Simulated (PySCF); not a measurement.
A GIAO shielding run with PySCF 2.14.0 with density-fitted response routines (density fitting, non-relativistic, gas phase) on `InChI=1S/C7H12BN/c9-7-6-8-4-2-1-3-5-8/h1-6H2`:

```
$ OMP_NUM_THREADS=1 python probes_run.py task.json out

{"job": {"kind": "nmr", "xc": "HF", "basis": "pcSseg-1", "pop": false}, "charge": 0, "multiplicity": 1}
N     -3.826942     1.252764     0.497710
C     -3.123505     0.332745     0.490227
C     -2.199309    -0.785251     0.480409
B     -0.661868    -0.417361     0.286751
C     -0.202897     1.006111    -0.162592
C      1.204288     1.075829    -0.758481
C      2.199817     0.191217    -0.013749
C      1.782307    -1.276550    -0.014511
C      0.421066    -1.492120     0.650779
H     -2.349057    -1.408614     1.378095
H     -2.445885    -1.445906    -0.373156
H     -0.954709     1.527326    -0.778099
H     -0.230356     1.562325     0.802723
H      1.566383     2.116442    -0.784006
H      1.164261     0.747796    -1.812707
H      3.200130     0.294176    -0.464434
H      2.297614     0.544282     1.030042
H      1.734970    -1.628751    -1.060553
H      2.556304    -1.891474     0.473423
H      0.525204    -1.355017     1.750246
H      0.059395    -2.528777     0.540652
```

Hardware: 1 thread of an Intel Xeon, shared host. The job also computes ring-centre shieldings.

(1) How large is the calculation?

(2) How long does it take, and how much memory does it need?

(3) And these other runs on the same molecule and hardware: GIAO shielding at PBE0/pcSseg-1?

Answers

(1) 66 electrons, 213 basis functions and 1089 auxiliary functions.

(2) 59 s of wall time, with 12 SCF cycles and 8 response iterations; peak memory 0.95 GiB. Times on a shared host scatter by some tens of per cent.

(3) PBE0/pcSseg-1: 213 functions, 2 min.
